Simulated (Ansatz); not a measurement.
`CO[SiH](N)N`. The species carries charge 0 and has multiplicity 1. The geometry is a stationary point of PBE0-D4/def2-TZVP. It is one conformer, not always the lowest.

```xyz
13

C    -1.422    1.058   -0.757
O    -0.816   -0.183   -1.024
Si    0.446   -0.790   -0.164
N    -0.097   -0.972    1.450
N     1.868    0.146   -0.045
H    -1.761    1.131    0.282
H    -0.734    1.888   -0.953
H    -2.287    1.167   -1.414
H     0.800   -2.006   -0.934
H    -1.012   -1.350    1.633
H     0.556   -1.224    2.173
H     1.921    0.958    0.547
H     2.539    0.176   -0.794
```

**Question.** What is the dipole moment at ωB97M-V/def2-TZVPP? (Estimate.)

**Answer.** The calculation gave: 1.72 D, with components (0.40, 1.08, 1.28) D in this frame, pointing from negative to positive charge.

**Question.** And with PBE, r2SCAN, B3LYP? (Estimate.)

**Answer.** Ansatz gave: PBE 1.70 D, r2SCAN 1.72 D, B3LYP 1.70 D.

**Question.** Give the Mulliken charges with ωB97M-V, B3LYP, r2SCAN in def2-TZVPP. (Estimate.)

**Answer.** Ansatz gave: 
```
atom  ωB97M-V  B3LYP  r2SCAN
  C1    -0.17  -0.11    0.02
  O2    -0.37  -0.38   -0.39
 Si3     0.57   0.61    0.63
  N4    -0.38  -0.41   -0.45
  N5    -0.38  -0.42   -0.47
  H6     0.11   0.09    0.05
  H7     0.10   0.08    0.04
  H8     0.12   0.11    0.06
  H9    -0.07  -0.12   -0.13
 H10     0.11   0.13    0.15
 H11     0.12   0.14    0.16
 H12     0.12   0.14    0.16
 H13     0.12   0.14    0.16
```

B3LYP here is the variant with VWN-RPA as its local correlation; programs differ in this.
